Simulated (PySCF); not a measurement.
Compound: thiophene-2-boronic acid, C4H5BO2S.
SMILES: `OB(O)c1cccs1`

The closed-shell SCF was solved with PySCF and density fitting under several settings on one GFN2-xTB geometry (grid level 2 and gas phase unless stated).

```json
{"settings": "PBE0/pcSseg-1", "basis functions": "168", "SCF cycles": "14", "E (Eh)": "-728.4712", "HOMO (eV)": "-7.05", "LUMO (eV)": "-1.00", "dipole (D)": "0.83"}
{"settings": "wB97X-D/def2-SVPD", "basis functions": "213", "SCF cycles": "14", "E (Eh)": "-728.5822", "HOMO (eV)": "-8.86", "LUMO (eV)": "0.65", "dipole (D)": "0.81"}
{"settings": "BP86/3-21G, fitting basis def2-universal-jkfit", "basis functions": "86", "SCF cycles": "13", "E (Eh)": "-725.2468", "HOMO (eV)": "-5.75", "LUMO (eV)": "-1.41", "dipole (D)": "0.68"}
{"settings": "PBE0/cc-pVDZ, energy threshold 1e-07 Eh, start guess huckel", "basis functions": "141", "SCF cycles": "12", "E (Eh)": "-728.5473", "HOMO (eV)": "-6.82", "LUMO (eV)": "-0.74", "dipole (D)": "0.68"}
{"settings": "HCTH407/3-21G", "basis functions": "86", "SCF cycles": "16", "E (Eh)": "-725.2055", "HOMO (eV)": "-5.86", "LUMO (eV)": "-1.49", "dipole (D)": "0.74"}
```

Problem. Estimate the rows for these settings: (1) PBE0/def2-SVP, start guess vsap; (2) LC-wPBE/cc-pVDZ, IEF-PCM acetone, grid level 4, level shift 0.1 Eh.

Solution. 
```tsv
settings	basis functions	SCF cycles	E (Eh)	HOMO (eV)	LUMO (eV)	dipole (D)
PBE0/def2-SVP, start guess vsap	141	14	-728.1579	-6.93	-0.82	0.78
LC-wPBE/cc-pVDZ, IEF-PCM acetone, grid level 4, level shift 0.1 Eh	141	13	-728.7234	-9.45	1.31	0.97
```

Problem. Over all rows, what range does the HOMO–LUMO gap span?

Solution. From 4.34 eV (BP86/3-21G, fitting basis def2-universal-jkfit) to 10.76 eV (LC-wPBE/cc-pVDZ, IEF-PCM acetone, grid level 4, level shift 0.1 Eh). The functional of the narrowest has no exact exchange, that of the widest range-separated exact exchange.

Problem. Compare two rows with the functional PBE0: PBE0/pcSseg-1 and PBE0/def2-SVP, start guess vsap. Which energy is lower, and by how much?

Solution. PBE0/pcSseg-1 (168 functions) lies 0.3133 Eh or 197 kcal/mol below PBE0/def2-SVP, start guess vsap (141 functions).

wB97X-D ran without the empirical dispersion term, which would shift the total energy alone. Cycle counts include a coarse-grid stage where the run had one. Geometry: GFN2-xTB, one conformer.

Conformer computed: `[OH:1][B:2]([OH:3])[c:4]1[cH:5][cH:6][cH:7][s:8]1`: O1–B2–C4–C5 -179°, H–O1–B2–O3 180°, H–O3–B2–O1 0°.
